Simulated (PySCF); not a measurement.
**Diatomic cations of Ca with the third period**

CCSD(T) with double-zeta basis sets in PySCF, for the lowest determinant that a PBE0 search found; no spin–orbit coupling. De refers to high-spin ground-configuration atoms (the charge goes to the atom of lower measured ionisation energy or higher electron affinity, which is not always the lowest computed limit).

```json
{"M": "Na", "basis": "def2-SVP", "reference, frozen orbitals": "RHF, 6", "charged atom": "Na+", "state (unpaired electrons)": "singlet (closed shell)", "Re (Å)": "3.686", "ωe (cm⁻¹)": "130", "De (eV)": "0.85"}
{"M": "Al", "basis": "pcseg-1", "reference, frozen orbitals": "RHF, 10", "charged atom": "Al+", "state (unpaired electrons)": "singlet (closed shell)", "Re (Å)": "3.530", "ωe (cm⁻¹)": "161", "De (eV)": "1.23"}
{"M": "Si", "basis": "pcseg-1", "reference, frozen orbitals": "UHF, 10", "charged atom": "Ca+", "state (unpaired electrons)": "quartet (σ ↑, π ↑↑)", "Re (Å)": "2.747", "ωe (cm⁻¹)": "302", "De (eV)": "1.01"}
{"M": "S", "basis": "def2-SVPD", "reference, frozen orbitals": "UHF, 10", "charged atom": "Ca+", "state (unpaired electrons)": "doublet (π ↑)", "Re (Å)": "2.532", "ωe (cm⁻¹)": "375", "De (eV)": "2.21"}
{"M": "Cl", "basis": "def2-SVP", "reference, frozen orbitals": "RHF, 10", "charged atom": "Ca+", "state (unpaired electrons)": "singlet (closed shell)", "Re (Å)": "2.371", "ωe (cm⁻¹)": "437", "De (eV)": "3.72"}
```

The shortest bond is that of CaCl⁺ (2.371 Å), the longest that of NaCa⁺ (3.686 Å). CaCl⁺ is bound most strongly (3.72 eV) and NaCa⁺ least (0.85 eV).

The rows differ in basis set, which adds steps of its own.

The state changes along the series, so neighbouring rows are not always alike in their bonding.

Correlated steps freeze the inner cores (6 to 10 orbitals); shallow outer-core shells are correlated. Correlated levels converge slowly with the basis: in double zeta they bind strong bonds too weakly, by up to about 1 eV, and carry superposition errors of some tenths. For an ion De counts to the pair picked by the measured ionisation energies or electron affinities, which need not be the lowest pair at this level. Where the molecule has an RHF reference, its open-shell atoms are computed with UHF. States were picked by a PBE0 search and need not be the measured ground states.
